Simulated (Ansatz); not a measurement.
A made-up structure of B$_{2}$H$_{3}$OF, closed shell:

```json
{"atom": "O1", "x (Å)": "0.1328", "y (Å)": "0.5157", "z (Å)": "0.0189"}
{"atom": "B2", "x (Å)": "-0.1980", "y (Å)": "0.9260", "z (Å)": "-1.2289"}
{"atom": "B3", "x (Å)": "-0.0762", "y (Å)": "-1.1203", "z (Å)": "0.4539"}
{"atom": "F4", "x (Å)": "-1.1844", "y (Å)": "-1.5201", "z (Å)": "1.0688"}
{"atom": "H5", "x (Å)": "0.0039", "y (Å)": "2.0424", "z (Å)": "-1.4168"}
{"atom": "H6", "x (Å)": "0.5091", "y (Å)": "1.1609", "z (Å)": "0.6378"}
{"atom": "H7", "x (Å)": "0.7531", "y (Å)": "-1.9803", "z (Å)": "0.2827"}
```

It is relaxed with PBE-D4/def2-SVP and then PBE0-D4/def2-TZVP (Ansatz 0.2.0). Atoms count as bonded within 1.22 times the sum of their covalent radii (H–H: 0.88 Å). The end point is not checked to be a true minimum.

Task: Does its bonding change? (Judge from chemistry; the calculation decides.)

Result: The calculation gives: Yes. Formed: B2–B3; broken: O1–B3.

Where it ends: The first stage lowers the energy by 4.10 eV in 18 steps. It ends as B₂H₃OF ([OH][BH][BH][F]):
```
atom    x (Å)    y (Å)    z (Å)
  O1   0.6393   1.2447   0.6424
  B2   0.0084   0.4740  -0.2756
  B3  -0.2590  -1.1792   0.0483
  F4  -1.4108  -1.5882   0.5701
  H5  -0.3247   0.9743  -1.3250
  H6   0.7594   2.1566   0.3639
  H7   0.5277  -2.0579  -0.2076
```

Labels in which every atom is bracketed show which atoms are joined, not bond orders.

For scale, one of the runs: PBE0-D4/def2-TZVP relaxation, 142 basis functions, launched by `ansatz run in.yaml --threads 2 --pin off --events-out ev --progress --plain --max-ram 4352MiB`. The run took about 16 s on 2 CPU threads of an Arm Neoverse V2 (shared host).
